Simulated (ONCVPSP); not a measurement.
Pd (Z = 46), ONCV: configuration errors across variants

- Element: Pd (Z = 46)
- Generator: ONCVPSP 4.0.1
- Type: optimised norm-conserving Vanderbilt (ONCV)
- Functional: PBE
- Relativity: scalar-relativistic
- Frozen core: [Ar] 3d10
- Valence charge: 18
- Reference configuration: 4s2 4p6 4d10
- Partial waves: 4s: rc 1.55 bohr, ncon 3, nbas 7, qcut 8.3 1/bohr, 3 projectors, debl 3 Ha; 4p: rc 1.20 bohr, ncon 4, nbas 8, qcut 7.9 1/bohr, 2 projectors, debl 3.5 Ha; 4d: rc 1.40 bohr, ncon 4, nbas 7, qcut 8 1/bohr, 1 projector
- Local potential: polynomial inside 0.90 bohr (lpopt 5, dvloc0 6 Ha)
- Core correction: none

In the s channel the program set the typed energies aside and used -3.136, 0.250, 3.250 Ha.

All-electron excitation energies from the reference (eV): (1) 4s2 4p6 4d9 9.115; (2) 4s2 4p6 4d8 29.934; (3) 4s1 4p6 4d10 91.568.

Errors AE − PS in meV (a dash: test not solved or not reliable):

| change | (1) | (2) | (3) | bound ghosts | GHOST(+) flags above zero |
| --- | --- | --- | --- | --- | --- |
| base | +0.3 | +0.5 | -163 | none | s |
| s: qcut 6.1 | +0.3 | +0.4 | -299 | none | s |
| s: qcut 6.8 | +0.3 | +0.5 | -248 | none | s |
| s: qcut 7.7 | +0.3 | +0.5 | -192 | none | s |
| s: qcut 8.8 | +0.3 | +0.6 | -142 | none | s |
| s: qcut 9.7 | +0.3 | +0.6 | -107 | none | s |
| s: qcut 10.3 | +0.3 | +0.7 | -90 | none | s |
| s: qcut 11.2 | +0.3 | +0.7 | -68 | none | s |
| s: qcut 12.3 | +0.3 | +0.7 | -58 | none | s |

**Question.** Give the same row for: s: qcut 5.

**Answer.** +0.3, +0.4, -359; bound ghosts: none; GHOST(+) flags above zero: s.
